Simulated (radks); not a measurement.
Values are calculated unless marked as measured or tabulated.
S III, 14 electrons, occupied as [Ne] 3s2 3p2. Code: a radial shooting solver on a logarithmic mesh with Libxc functionals. Model: scalar-relativistic Kohn-Sham, BLYP, spin-polarised, spherical densities, point nucleus; open shells are filled with parallel spins first.

Local quantities along the radius. ELF = 1/(1 + alpha^2) is the electron localisation function; alpha = (tau - tau_W)/tau_unif compares the Pauli kinetic energy density with that of the uniform gas (summed over spins); r v_xc is r times the local exchange-correlation potential of spin up (hartree bohr); 4 pi r^2 rho is in e/bohr; -r V(r) is the screened charge that the Kohn-Sham potential of spin up presents (atomic units). tau is taken from the large components.

r (bohr)    ELF    alpha   r v_xc  4 pi r^2 rho  -r V(r)
0.005701  1.000  0.01102  -0.1146        0.9449    15.78
0.007247  1.000  0.01171  -0.1331         1.448    15.71
0.009213  1.000  0.01269  -0.1557         2.191    15.62
0.01171   1.000  0.01411  -0.1830         3.258    15.51
0.01489   1.000  0.01618  -0.2156         4.740    15.36
0.01893   1.000  0.01931  -0.2536         6.712    15.18
0.02426   0.999  0.02442  -0.2984         9.269    14.94
0.03083   0.999  0.03268  -0.3459         12.12    14.65
0.0392    0.998  0.04738  -0.3952         14.98    14.29
0.04983   0.994  0.07587  -0.4428         17.30    13.87
0.06335   0.982   0.1368  -0.4835         18.37    13.36
0.08053   0.927   0.2805  -0.5118         17.72    12.77
0.1024    0.714   0.6328  -0.5252         15.57    12.09
0.1301    0.358    1.340  -0.5289         13.10    11.31
0.1654    0.224    1.862  -0.5396         12.03    10.44
0.2103    0.356    1.346  -0.6143         13.37    9.524
0.2674    0.657   0.7231  -0.7404         16.13    8.579
0.3399    0.827   0.4573  -0.8299         17.65    7.586
0.4321    0.865   0.3954  -0.8562         15.71    6.620
0.5493    0.791   0.5142  -0.8086         10.80    5.744
0.6983    0.394    1.240  -0.7131         5.784    4.977
0.8877    0.103    2.950  -0.6300         3.159    4.309
1.138     0.338    1.401  -0.7464         2.840    3.857
1.446     0.830   0.4530  -0.8608         2.926    3.486
1.838     0.884   0.3619  -0.8336         2.208    3.109
2.337     0.786   0.5223  -0.7085         1.094    2.797
2.971     0.464    1.075  -0.5512        0.3383    2.570
3.777     0.093    3.126  -0.4139       0.06069    2.416
4.801     0.005    13.71  -0.2482      0.005594    2.248
6.104     0.000    99.46  -0.1614     0.0002298    2.161

On this mesh the ELF has minima near r = 0.17, 0.89 bohr, which separate the shells, and maxima near 0.43 (0.86), 1.8 (0.88).
